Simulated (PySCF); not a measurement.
Energy profile

The step: BH₂OF ([OH][BH][F]) → BOF + H₂; bonds formed: H2–H4; bonds broken: B1–H2, O3–H4 (atoms numbered as in the saddle structure below).

B1  (-0.159, 0.166, 0.290)
H2  (0.475, 0.179, -0.991)
O3  (-0.230, -1.047, 0.660)
H4  (0.350, -0.700, -0.575)
F5  (-0.436, 1.403, 0.617)
(Å)

Electronic energies by CCSD(T) at an estimated basis limit (MP2 extrapolated from triple and quadruple zeta, plus CCSD(T) − MP2 in triple zeta), on PBE0-D4/def2-TZVP structures; BH₂OF, closed shell; no counterpoise correction. PySCF 2.14 with density fitting (its default auxiliary sets; JK sets also for MP2 and CCSD(T)); basis: def2-TZVPP and def2-QZVPP; cores frozen in the correlated methods. Extrapolation: Hartree–Fock as exp(−7.88 √X), correlation as X^−2.97.

Give the profile in kcal/mol, counted from the start structure. (Judge from chemistry; the value comes from the calculation.)

The calculation gives:
| point | kcal/mol |
| --- | --- |
| start structure | 0.00 |
| saddle | 65.55 |
| end structure | 31.76 |
| separated: BOF (linked as [O][B][F]; B1, O3, F5; singlet) + H₂ (H2, H4; singlet) | 32.50 |

The T1 diagnostic stays at or below 0.018.

For scale, one of the runs: CCSD(T)/def2-TZVPP, 121 basis functions, launched by `OMP_NUM_THREADS=4 python run.py`. Hardware: 4 CPU threads of an Arm Neoverse V2, shared host. Wall time 34 s; peak host memory 0.61 GiB.
